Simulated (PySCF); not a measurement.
C6H11O, doublet, geometry from GFN2-xTB; CAMB3LYP/STO-3G run with PySCF.

Here is a job for PySCF.
```python
from pyscf import gto, scf, dft

mol = gto.Mole()
mol.atom = '''
    C    -0.975113    1.580979   -0.942033
    C    -0.962320    0.535226    0.110855
    C    -1.972279   -0.547389    0.090582
    C     0.153447    0.422744    1.075148
    C     1.003495   -0.561588    0.275716
    C     2.073049    0.068607   -0.578981
    O     0.775138   -1.754800    0.283907
    H    -1.969070    2.028752   -1.007776
    H    -0.256626    2.370870   -0.733048
    H    -0.757602    1.163877   -1.931766
    H    -2.621787   -0.472754   -0.777751
    H    -2.589349   -0.529728    0.993329
    H    -1.467994   -1.520467    0.079468
    H    -0.161809   -0.033175    2.013891
    H     0.674219    1.361812    1.249294
    H     1.659564    0.858654   -1.199860
    H     2.533238   -0.687463   -1.210241
    H     2.834436    0.506553    0.065476
'''
mol.basis = 'sto-3g'
mol.charge = 0
mol.spin = 1
mol.verbose = 4
mol.build()

mf = dft.UKS(mol)
mf.xc = 'camb3lyp'
mf = mf.newton()
mf.kernel()
```

Write the output that PySCF gives for this input, abridged.


```
PySCF version 2.14.0

[INPUT] verbose = 4
[INPUT] num. atoms = 18
[INPUT] num. electrons = 55
[INPUT] charge = 0
[INPUT] spin (= nelec alpha-beta = 2S) = 1
[INPUT] symmetry False subgroup None
[INPUT] Mole.unit = angstrom
[INPUT] Symbol           X                Y                Z      unit          X                Y                Z       unit  Magmom
[INPUT]  1 C     -0.975113000000   1.580979000000  -0.942033000000 AA   -1.842696510503   2.987617318689  -1.780184370302 Bohr   0.0
[INPUT]  2 C     -0.962320000000   0.535226000000   0.110855000000 AA   -1.818521244191   1.011430554746   0.209485589539 Bohr   0.0
[INPUT]  3 C     -1.972279000000  -0.547389000000   0.090582000000 AA   -3.727067151231  -1.034415293600   0.171175171815 Bohr   0.0
[INPUT]  4 C      0.153447000000   0.422744000000   1.075148000000 AA    0.289972804636   0.798870380803   2.031735263374 Bohr   0.0
[INPUT]  5 C      1.003495000000  -0.561588000000   0.275716000000 AA    1.896330717370  -1.061247514842   0.521027728161 Bohr   0.0
[INPUT]  6 C      2.073049000000   0.068607000000  -0.578981000000 AA    3.917494852803   0.129648440228  -1.094115521327 Bohr   0.0
[INPUT]  7 O      0.775138000000  -1.754800000000   0.283907000000 AA    1.464798528743  -3.316091403387   0.536506474847 Bohr   0.0
[INPUT]  8 H     -1.969070000000   2.028752000000  -1.007776000000 AA   -3.721003020097   3.833785654664  -1.904420634910 Bohr   0.0
[INPUT]  9 H     -0.256626000000   2.370870000000  -0.733048000000 AA   -0.484952856443   4.480294976948  -1.385259956160 Bohr   0.0
[INPUT] 10 H     -0.757602000000   1.163877000000  -1.931766000000 AA   -1.431660291423   2.199408772680  -3.650508676747 Bohr   0.0
[INPUT] 11 H     -2.621787000000  -0.472754000000  -0.777751000000 AA   -4.954459386945  -0.893375584293  -1.469736383107 Bohr   0.0
[INPUT] 12 H     -2.589349000000  -0.529728000000   0.993329000000 AA   -4.893160450916  -1.001040840514   1.877119761588 Bohr   0.0
[INPUT] 13 H     -1.467994000000  -1.520467000000   0.079468000000 AA   -2.774106612505  -2.873266211439   0.150172755667 Bohr   0.0
[INPUT] 14 H     -0.161809000000  -0.033175000000   2.013891000000 AA   -0.305774694490  -0.062691664182   3.805702434726 Bohr   0.0
[INPUT] 15 H      0.674219000000   1.361812000000   1.249294000000 AA    1.274089257978   2.573451713146   2.360823509062 Bohr   0.0
[INPUT] 16 H      1.659564000000   0.858654000000  -1.199860000000 AA    3.136121446188   1.622620895762  -2.267406787821 Bohr   0.0
[INPUT] 17 H      2.533238000000  -0.687463000000  -1.210241000000 AA    4.787126028341  -1.299116790772  -2.287024034720 Bohr   0.0
[INPUT] 18 H      2.834436000000   0.506553000000   0.065476000000 AA    5.356307757608   0.957246437577   0.123731707732 Bohr   0.0

nuclear repulsion = 311.255805597986
number of shells = 32
number of NR pGTOs = 138
number of NR cGTOs = 46
basis = sto-3g
ecp = {}

******** <class 'pyscf.soscf.newton_ah.SecondOrderUKS'> ********
method = SecondOrderUKS
initial guess = minao
damping factor = 0
level_shift factor = 0
DIIS = <class 'pyscf.scf.diis.CDIIS'>
diis_start_cycle = 1
diis_space = 8
diis_damp = 0
SCF conv_tol = 1e-09
SCF conv_tol_grad = None
SCF max_cycles = 50
direct_scf = True
direct_scf_tol = 1e-13
number electrons alpha = 28  beta = 27
XC library pyscf.dft.libxc version 7.1.2
    S. Lehtola, C. Steigemann, M. J. T. Oliveira, and M. A. L. Marques,  SoftwareX 7, 1–5 (2018)
XC functionals = camb3lyp
    T. Yanai, D. P. Tew, and N. C. Handy,  Chem. Phys. Lett. 393, 51 (2004)
radial grids:
    Treutler-Ahlrichs [JCP 102, 346 (1995); DOI:10.1063/1.469408] (M4) radial grids

becke partition: Becke, JCP 88, 2547 (1988); DOI:10.1063/1.454033
pruning grids: <function nwchem_prune>
grids dens level: 3
symmetrized grids: False
atomic radii adjust function: <function treutler_atomic_radii_adjust>
small_rho_cutoff = 0
******** <class 'pyscf.dft.uks.UKS'> Newton solver flags ********
SCF tol = 1e-09
conv_tol_grad = None
max. SCF cycles = 50
direct_scf = True
direct_scf_tol = 1e-13
max_cycle_inner = 12
max_stepsize = 0.05
ah_start_tol = 1e+09
ah_level_shift = 0
ah_conv_tol = 1e-12
ah_lindep = 1e-14
ah_start_cycle = 1
ah_max_cycle = 40
ah_grad_trust_region = 2.5
kf_interval = 4
kf_trust_region = 5
canonicalization = True
Set conv_tol_grad to 3.16228e-05
tot grids = 206680

Initial guess E= -306.163704878647  |g|= 0.473724
macro= 0  E= -306.337289498948  delta_E= -0.173585  |g|= 0.213546  3 KF 18 JK
macro= 1  E= -306.34839712998  delta_E= -0.0111076  |g|= 0.00356687  4 KF 15 JK
macro= 2  E= -306.348399929292  delta_E= -2.79931e-06  |g|= 1.48759e-05  3 KF 11 JK
macro= 3  E= -306.348399929292  delta_E= 1.13687e-13  |g|= 5.689e-06  1 KF 2 JK
Canonicalize SCF orbitals
macro X = 4  E=-306.348399929292  |g|= 5.689e-06  total 12 KF 51 JK
converged SCF energy = -306.348399929292  <S^2> = 0.76154129  2S+1 = 2.0115082
```
